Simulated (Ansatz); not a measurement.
`C[Se][SnH]([Cl])[Cl]` + H₂Se → `[Cl][SnH]([Cl])[SeH]` + `C[SeH]` at 600 K and 1 bar (ligand exchange at the Sn–Se bond).

Calculated with Ansatz (gas phase, PBE0-D4/def2-TZVP geometries, no zero-point term in ΔE). CCSD(T)/CBS is the MP2 limit (def2-TZVPP, def2-QZVPP) plus CCSD(T) − MP2 in def2-TZVPP, frozen cores. def2 core potentials past Kr. For Se, Sn outer-core shells are correlated without core-valence functions, which leaves a few kJ/mol of doubt a bond. Scalar relativity is left out up to krypton. One conformer a species, not always the lowest.

| species | CCSD(T)/CBS energy (Eh) | H − E (kJ/mol) | S (J/(mol·K)) |
| --- | --- | --- | --- |
| `C[Se][SnH]([Cl])[Cl]` | -3574.86900 | 192.7 | 516.5 |
| H₂Se | -2401.89790 | 57.0 | 244.8 |
| `[Cl][SnH]([Cl])[SeH]` | -3535.60722 | 99.8 | 461.5 |
| `C[SeH]` | -2441.15625 | 149.5 | 312.9 |

H − E and S are ideal-gas, rigid-rotor, harmonic terms from PBE0-D4/def2-TZVP, for one conformer and one mirror image of each species. 1 Eh = 2625.50 kJ/mol, R = 8.31446 J/(mol·K).

**Question.** By hand: ΔE, ΔH, ΔS and ΔG.

**Answer.** ΔE = (-3535.60722) + (-2441.15625) − (-3574.86900) − (-2401.89790) = 0.00343 Eh = 9.0 kJ/mol. Δ(H − E) = 99.8 + 149.5 − 192.7 − 57.0 = -0.4, so ΔH = 8.6 kJ/mol. ΔS = 461.5 + 312.9 − 516.5 − 244.8 = 13.1 J/(mol·K). ΔG = 8.6 − 600 × (13.1)/1000 = 0.7 kJ/mol.

**Question.** By hand: the equilibrium constant, and the temperature at which ΔG would vanish if ΔH and ΔS stayed fixed.

**Answer.** log₁₀ K = −ΔG/(RT ln 10) = -0.1. ΔG = 0 at ΔH/ΔS = 656 K, though so small a ΔH makes that figure unsure.

TΔS isn't small against ΔH here. The sign of ΔG lies within the doubt. A doubt of 5 kJ/mol in ΔE shifts log₁₀ K by 0.4 here. Other conformers and mirror images would add mixing entropy, several J/(mol·K) or more a flexible species. Modes under 60 cm⁻¹, often nearly free rotors, make the harmonic entropy too high. These are equilibria of isolated gas molecules and say nothing of rates. Largest T1 diagnostic: 0.011 (customary marks: 0.02 for closed shells, 0.045 for open ones).
